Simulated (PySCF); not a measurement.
Dipole response of Br (bromine, neutral)

[Ar] 3d10 4s2 4p5, 2P determinant. Calculation: PySCF 2.14, in dyall-av2z; the non-relativistic Hamiltonian (point nucleus). Coupled (time-dependent) response in atomic units; α is the mean over directions. A double-zeta set is small for polarisabilities.

| method | mean α (bohr³) | α xx, yy, zz | C₆ (like pair) | S(−4) |
| --- | --- | --- | --- | --- |
| UHF | 18.91 | 17.29, 19.73, 19.73 | 152.4 | 69.35 |
| PBE | 20.36 | 18.21, 21.43, 21.43 | 166.2 | 89.23 |
| PBE0 | 19.78 | 17.85, 20.74, 20.74 | 160.6 | 80.53 |
| BP86 | 20.34 | 18.25, 21.38, 21.38 | 165.8 | 88.54 |
| B97-3 | 19.41 | 17.62, 20.31, 20.31 | 156.5 | 76.87 |

S(−4) is the Cauchy moment in α(ω) = α(0) + S(−4) ω² + …

Reference α: 21 ± 1 bohr³ (recommended; Schwerdtfeger and Nagle, table of static dipole polarizabilities (2023 update)). Published C₆: 162.0 (Chu and Dalgarno (2004); Tang, Norbeck and Certain (1976)).

Spin-orbit coupling is absent.

α(iu) at PBE:

```tsv
u (hartree)	α(iu) (bohr³)
0	20.36
0.0500	20.14
0.100	19.52
0.200	17.50
0.300	15.11
0.500	10.80
0.750	7.110
1.00	4.871
1.50	2.609
2.00	1.602
3.00	0.7788
5.00	0.3088
```

A single London oscillator, α(iu) = α/(1 + u²/ω²), gives C₆ = (3/4) ω α². Matching the computed C₆ needs ω = 4 × 166.2 / (3 × 20.36²) = 0.535 hartree.

The components differ because the open shell of this determinant is not spherical; for a pure term their mean is the scalar polarisability.
